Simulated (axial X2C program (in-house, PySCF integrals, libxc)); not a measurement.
MoP⁻ at several levels of theory

Computed with an axial X2C code built on PySCF integrals. Spin-free means the one-electron spin-free X2C Hamiltonian; two-component (2c) means X2C with spin–orbit coupling and atomic mean-field two-electron Coulomb and Gaunt terms, so the difference of the two also holds small scalar two-electron terms. Basis: Mo dyall-acv3z [12s13p10d5f3g], P dyall-av3z [9s8p3d2f] (cores contracted in-house); Gaussian nuclei, density fitting, unrestricted open shells. Masses: Mo 97.905 u, P 30.974 u.

State, spin-free: M_S = 2, Λ = 1 (beyond evenly filled blocks: σα, π+α, δ+α, δ-α); electrons by block: σα: 14, σβ: 13, π+α: 7, π+β: 6, π-α: 6, π-β: 6, δ+α: 2, δ+β: 1, δ-α: 2, δ-β: 1. Fragments: Mo + P- for PBE0, CCSD, CCSD(T); Mo- + P for B97-3.

State, 2c: Ω = 1 (⟨Sz⟩ = 2.00, ⟨Lz⟩ = -1.00 at PBE0); electrons by block: 1/2: 20, -1/2: 20, 3/2: 7, -3/2: 8, 5/2: 2, -5/2: 1. Fragments: Mo + P-.

```
Hamiltonian    level  Re (Å)  ωe (cm⁻¹)  Be (cm⁻¹)  De (eV)  k (mdyn/Å)  μ (D)
  spin-free     PBE0   2.171      429.8      0.152     2.95        2.56  -3.87
  spin-free     CCSD   2.197      408.9     0.1484     2.51        2.32    n/a
  spin-free  CCSD(T)   2.181      427.4     0.1506     2.78        2.53    n/a
  spin-free    B97-3   2.185      421.8     0.1501     3.17        2.47  -4.14
         2c     PBE0   2.169      432.2     0.1522     2.98        2.59  -3.89
```

Correlated methods: 12 electrons correlated (number of frozen shells: Mo 4 s, 3 p, 1 d; P 2 s, 1 p), 312 virtual spin orbitals or spinors in MP2, 90 natural virtuals in coupled cluster.

Dipoles are positive if P is the positive end and refer to the centre of mass.

The state is one determinant whose occupation by symmetry is held fixed; it was picked as the lowest of a PBE0 search that is not exhaustive. Dissociation energies refer to the lowest single-determinant-based atoms at the same level and basis. Density functionals use the spin component along the axis (collinear). Coupled cluster ran in a truncated set of natural virtual spinors; the MP2 energy of the rest was added. (T) has no such correction and the atoms are truncated less, which lowers De at CCSD(T) by a hundredth of an eV or more. A 2c atom that is not at its ground J level misses part of its spin–orbit lowering, and De is too large by that part (0.04 eV or less for light atoms). This holds for PBE0. Other states lie close and PBE0, whose exact exchange favours high spin, may order them wrongly; the determinant shown need not be the ground state. The nearest other spin-free determinant of the search, M_S = 1, Λ = 0, lies 0.07 eV up at the distance of the search. Without a current term, density functionals place determinants with orbital angular momentum somewhat too high. With several unpaired electrons one determinant need not be a pure state. Open-shell Ω = 0 determinants with evenly filled partner blocks cannot be reached by this program, so the Ω shown need not be the lowest component. At some level and bond length an empty orbital lies below a filled one. The highest occupied level of some functionals is positive through self-interaction error; at Hartree–Fock it is bound. The determinant is spin-polarised beyond a pure state at some levels (its spin-free form has ⟨S²⟩ too high), which makes Re and μ there less reliable. The T1 diagnostic is large, a sign of multireference character. With the outer-core shells frozen, correlated bond lengths of heavy atoms tend to come out a few hundredths of an ångström too long.

No reliable constants came from B97-3 (2c), CCSD (2c), CCSD(T) (2c), HF (2c), HF (spin-free), MP2 (2c), MP2 (spin-free): no minimum in range, unconverged points, a curve that is not smooth, a change of character along it, or the two Hamiltonians disagreeing along it.

Rough cost a point (2c) on 1 thread(s) of a shared host, integrals apart: PBE0 0.9 s.

The whole task took 3.1 min on 1 thread of AMD EPYC 9R45 96-Core Processor (Zen 5), on a shared host.
